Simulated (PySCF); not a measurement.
These 3 structures share the formula C5H6N2Si. Method: PBE0-D3(BJ)/def2-SVP geometry optimisation, gas phase (PySCF 2.14.0). Energies are electronic, without zero-point or thermal terms, for one conformer each. No frequencies were run at this level. Point groups hold within 0.08 Å.

Problem. Order them by energy at this level, lowest first, and give relative energies in kcal/mol.
A. `[SiH3]n1c(ncc1)C#C`
B. `[N:1]#[C:2][SiH2:3][n:4]1[cH:5][cH:6][cH:7][cH:8]1` with C2–Si3–N4–C5 84°
C. `[CH3:1][C:2]#[C:3]/[CH:4]=[N:5]/[SiH2:6][C:7]#[N:8]` with C4–N5–Si6–C7 -117°

Solution. B (0.0), A (34.9), C (54.1).

As drawn, the lowest has an aromatic ring, which the highest lacks; the highest has a C≡C bond and a C=N bond, which the lowest lacks.

```
            SMILES      E (Eh)  E rel (kcal/mol)  dipole (D)  point group       A, B, C (MHz)
  N#C[SiH2]n1cccc1  -592.35325               0.0        3.03            –   3897, 1014, 986.9
  C#Cc1nccn1[SiH3]  -592.29756              34.9        3.59           Cs    2197, 1930, 1040
CC#C/C=N/[SiH2]C#N  -592.26709              54.1        5.63           C1  5112, 558.5, 515.9
```

Problem. How do the relative energies change in single points at PBE0/pcSseg-1 (no added dispersion term) on the same geometries?

Solution. 
```
            SMILES  PBE0-D3(BJ)/def2-SVP (kcal/mol)  PBE0/pcSseg-1 (kcal/mol)  shift
  N#C[SiH2]n1cccc1                              0.0                       0.0    0.0
  C#Cc1nccn1[SiH3]                             34.9                      37.2   +2.3
CC#C/C=N/[SiH2]C#N                             54.1                      49.6   -4.5
```

Each column counts from its own lowest isomer. The order is unchanged; the largest shift is 4.5 kcal/mol.
